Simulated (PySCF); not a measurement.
**Bond length, frequency and bond energy of Ge₂⁺ by level of theory**

State: ⁴Σg⁻ (quartet), unpaired electrons σ ↑, π ↑↑. Set-up: PySCF, no relativity, basis sets Ge def2-TZVPPD. De refers to Ge⁺ + Ge in their high-spin ground configurations, without counterpoise correction. The functionals are run spin-unrestricted.

| Level | Re (Å) | ωe (cm⁻¹) | De (eV) | CPU s a point (SCF and correlation, without the integrals) |
| --- | --- | --- | --- | --- |
| UHF | 2.404 | 279 | 2.02 | 1.5 |
| UHF-MP2 | 2.373 | 286 | 3.16 | 2.7 |
| UHF-SCS-MP2 | 2.362 | 298 | 2.83 | n/a |
| UHF-CCSD | 2.392 | 276 | 2.95 | n/a |
| UHF-CCSD(T) | 2.400 | 270 | 3.14 | 140 |
| PBE | 2.444 | 242 | 3.61 | 1.1 |
| PBEsol | 2.419 | 251 | 3.84 | 0.64 |
| PW91 | 2.442 | 242 | 3.64 | 0.88 |
| r²SCAN | 2.409 | 256 | 3.57 | 1.3 |
| PBE0 | 2.408 | 262 | 3.35 | 2.8 |
| r²SCAN0 | 2.391 | 269 | 3.34 | 2.2 |
| BHandHLYP | 2.404 | 268 | 2.89 | 1.6 |
| M06-2X | 2.416 | 270 | 3.06 | 2.1 |
| ωB97M-V | 2.396 | 272 | 2.96 | 7.3 |

Problem. Which functional lies closest to UHF-CCSD(T) in De, which farthest, and by how much do they differ from it?

Solution. Closest is M06-2X (+1.6 pm in Re, +0.0 % in ωe, -0.08 eV in De against UHF-CCSD(T) in the same basis), farthest PBEsol (+1.9 pm in Re, -7.0 % in ωe, +0.70 eV in De). CCSD(T) converges more slowly with the basis than the functionals do and binds too weakly in this one, so the order can change at the basis-set limit.

Problem. What does a quarter of exact exchange do here, going from PBE to PBE0?

Solution. PBE0 less PBE: -3.6 pm in Re, +8.3 % in ωe, -0.26 eV in De. Exact exchange removes part of the self-interaction that spreads semilocal densities, and in most molecules shortens and stiffens the bond and lowers De; so it does here.

Problem. What does a quarter of exact exchange do here, going from r²SCAN to r²SCAN0?

Solution. r²SCAN0 less r²SCAN: -1.8 pm in Re, +5.1 % in ωe, -0.23 eV in De. Exact exchange removes part of the self-interaction that spreads semilocal densities, and in most molecules shortens and stiffens the bond and lowers De; so it does here.

Correlated steps freeze 18 core orbitals. Spin–orbit coupling is left out. The state was picked by a PBE0 search and need not be the measured ground state.

The whole job (state search and all levels along the bond) took about 13 min on 2 threads of AMD EPYC 9R45 96-Core (shared host), peak memory 5 GiB.
